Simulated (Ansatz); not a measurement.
Cost and result for the atomization energy of `F[SiH](F)C[O][AlH2]` (11 atoms, 10 bonds).

| atom | x (Å) | y (Å) | z (Å) |
| --- | --- | --- | --- |
| F1 | 3.0388 | -0.2889 | -0.2732 |
| Si2 | 1.7006 | 0.4748 | 0.1221 |
| F3 | 1.8715 | 1.9834 | -0.3395 |
| C4 | 0.2452 | -0.3051 | -0.7466 |
| O5 | -0.9231 | 0.3262 | -0.2779 |
| Al6 | -2.3024 | -0.2165 | 0.5416 |
| H7 | 1.5622 | 0.4630 | 1.5935 |
| H8 | 0.2392 | -1.3908 | -0.5677 |
| H9 | 0.3365 | -0.1694 | -1.8318 |
| H10 | -3.3772 | 0.8812 | 0.8861 |
| H11 | -2.3913 | -1.7578 | 0.8935 |

Charge 0, multiplicity 1. The geometry is a stationary point of PBE0-D4/def2-TZVP. It is one conformer, not always the lowest. Program: Ansatz. All runs use 4 threads of an Arm Neoverse V2 on a shared host. Times are those of one run each, without the atoms' runs, and a repeat can differ threefold. Electronic energies, without spin–orbit coupling; frozen cores. CCSD(T)/CBS adds CCSD(T) − MP2 in def2-TZVPP to the MP2 limit, and its time is that of the two runs behind it. T1 = 0.013. B3LYP takes the VWN-RPA correlation (the form of Gaussian; ORCA's B3LYP/G).

CCSD(T)/CBS is a level of theory with its own doubt, some kJ/mol a heavy atom from the limit and from the frozen cores, so smaller differences don't rank the functionals.

| level | functions | wall time | atomization (kcal/mol) | difference from CCSD(T)/CBS | per bond |
| --- | --- | --- | --- | --- | --- |
| PBE-D4/def2-TZVPP (with forces) | 278 | 3 s | 979.8 | 1.5 | 0.1 |
| PBE0-D4/def2-TZVPP | 278 | 3.8 s | 961.2 | -17.1 | -1.7 |
| r2SCAN-D4/def2-TZVPP (with forces) | 278 | 6 s | 975.2 | -3.1 | -0.3 |
| B3LYP-D4/def2-TZVPP (with forces) | 278 | 6 s | 968.8 | -9.5 | -0.9 |
| B2PLYP/def2-TZVPP | 278 | 7 s | 963.0 | -15.3 | -1.5 |
| ωB97X-V/def2-TZVPP | 278 | 10 s | 977.4 | -0.9 | -0.1 |
| ωB97M-V/def2-TZVPP (with forces) | 278 | 15 s | 975.8 | -2.5 | -0.2 |
| MP2/def2-QZVPP | 518 | 27 s | 992.2 | 13.9 | 1.4 |
| CCSD(T)/def2-TZVPP | 278 | 5.3 min | 950.3 | -28.0 | -2.8 |
| CCSD(T)/CBS(def2) | – | 5.7 min | 978.3 | 0.0 | 0.0 |

From PBE to PBE0 (25 % exact exchange), in def2-TZVPP and without D4, the atomization energy moves by −17.8 kcal/mol: exact exchange takes away binding that semilocal exchange gives to molecules. In def2-TZVPP, CCSD(T) changes the Hartree–Fock value by +229.0 kcal/mol (the triples alone add +13.1 kcal/mol) and MP2 by +253.8 kcal/mol; breaking electron pairs costs correlation energy, which Hartree–Fock lacks. The D4 term adds +8.8 kcal/mol with B3LYP and +4.7 kcal/mol with PBE0; it sums over pairs of atoms, weighted by their polarisabilities, and B3LYP, whose exchange is more repulsive, gets the larger term.
